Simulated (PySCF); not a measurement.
Hf(F)3(OH)(OH2) (F₃H₃HfO₂), SMILES [F][Hf]([F])([F])([OH])<-[OH2], multiplicity 1.

The structure is a stationary point at B3LYP-D3(BJ)/def2-SVP. The multiplicity is an assumed one; no other spin state was optimised. The structure was generated by enumeration; whether it is a known compound was not checked. The def2 effective core potentials stand for the cores of Hf; spin–orbit coupling is left out. One conformer was computed; it need not be the lowest.

Vertical ionisation energy (IE) and electron affinity (EA) in eV. Rows of orbital energies are one-electron estimates. Where ΔSCF, EOM or ADC give a negative EA the extra electron is unbound and the value depends on the basis.

| level | IE | EA |
|---|---|---|
| −ε(HOMO), −ε(LUMO), PBE0/def2-TZVP (PySCF) | 9.37 | 0.41 |
| −ε(HOMO), −ε(LUMO), PBE/def2-TZVP (PySCF) | 7.62 | 1.22 |
